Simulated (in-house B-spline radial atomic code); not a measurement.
A fraction x of an electron is removed from 5p in the cerium ion Ce³⁺, starting from [Xe] 4f1 and keeping the highest spin. Method: scalar-relativistic (X2C) LDA PW92, spin-polarised, spherical fractional occupations, Fermi nucleus of rms radius 4.8771 fm. Calculated with a B-spline radial code for spherical atoms.

```json
{"x": "0", "E(x) - E(0) (eV)": "0.0000", "5p down level (eV)": "-45.905"}
{"x": "0.01", "E(x) - E(0) (eV)": "0.4597", "5p down level (eV)": "-46.024"}
{"x": "0.19", "E(x) - E(0) (eV)": "?", "5p down level (eV)": "?"}
{"x": "0.36", "E(x) - E(0) (eV)": "17.2980", "5p down level (eV)": "-50.206"}
{"x": "0.42", "E(x) - E(0) (eV)": "20.3320", "5p down level (eV)": "-50.929"}
{"x": "0.5", "E(x) - E(0) (eV)": "24.4450", "5p down level (eV)": "-51.895"}
{"x": "0.6", "E(x) - E(0) (eV)": "29.6950", "5p down level (eV)": "-53.107"}
{"x": "0.66", "E(x) - E(0) (eV)": "?", "5p down level (eV)": "?"}
{"x": "0.77", "E(x) - E(0) (eV)": "38.8991", "5p down level (eV)": "-55.178"}
{"x": "0.92", "E(x) - E(0) (eV)": "47.3135", "5p down level (eV)": "-57.016"}
{"x": "1", "E(x) - E(0) (eV)": "51.9141", "5p down level (eV)": "-57.999"}
```

What belongs in the row x = 0.19?

An energy change of 8.9365 eV; 5p down at -48.167 eV.

What belongs in the row x = 0.66?

An energy change of 32.9033 eV; 5p down at -53.837 eV.

Check Janak's theorem between x = 0.36 and 0.42.

The slope of the energy is 50.57 eV; the orbital levels give 50.57 eV (-ε of the emptying orbital, averaged over the two points).
